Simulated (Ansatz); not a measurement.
This geometry of FH + H2O + H4O2Si (12 atoms, charge 0, multiplicity 1) is a first-order saddle point.

Method: RKS B3LYP/def2-SVP in Ansatz 0.2.0.

```xyz
12
Properties=species:S:1:pos:R:3
Si -1.058 0.256 -0.590
O -0.443 -0.686 0.812
H -1.012 -0.482 -1.881
H -2.478 0.007 -0.137
O -1.124 1.923 -0.498
H 1.662 -0.033 0.022
F 0.850 0.499 -0.869
H 0.805 -0.786 1.052
O 1.928 -0.638 0.877
H -1.136 -0.915 1.444
H -0.280 2.320 -0.749
H 2.285 -1.465 0.517
```

Problem. Which two structures does it join? (They come from a converged band through this point; their orientation in space is the band's.)

Solution. Bonds broken: Si1–O2, H6–F7, H8–O9. Bonds formed: Si1–F7, O2–H8, H6–O9. FH + H2O + H4O2Si becomes FH3OSi + H2O + H2O.

Image 0:

```xyz
12
Properties=species:S:1:pos:R:3
Si -1.457 0.041 -0.501
O -0.874 -0.835 0.841
H -0.952 -0.767 -1.640
H -2.938 0.071 -0.428
O -0.931 1.594 -0.489
H 1.856 0.551 -0.094
F 1.713 1.329 -0.666
H 0.868 -0.876 0.912
O 1.830 -0.725 0.741
H -1.271 -0.593 1.689
H 0.041 1.702 -0.592
H 2.117 -1.493 0.227
```

Image 8:

```xyz
12
Properties=species:S:1:pos:R:3
Si -0.980 0.752 -0.638
O -0.565 -1.411 0.854
H -0.925 -0.407 -1.554
H -1.962 0.794 0.457
O -1.359 2.113 -1.518
H 1.835 -0.086 0.738
F 0.556 1.016 -0.073
H 0.411 -1.465 0.965
O 2.135 -0.956 1.056
H -0.888 -1.277 1.756
H -0.902 2.240 -2.358
H 2.644 -1.313 0.314
```

Problem. How far does it lie above each of them?

Solution. 66.9 kJ/mol above the first and 58.1 kJ/mol above the second. This is the barrier of this one path; another mechanism may lie lower. The orbitals stay closed-shell, which can raise the energy where a bond breaks towards radicals; this wasn't checked here.

The run took 4.5 min on 2 threads of Arm Neoverse V1 (shared host), peak memory 0.24 GiB.
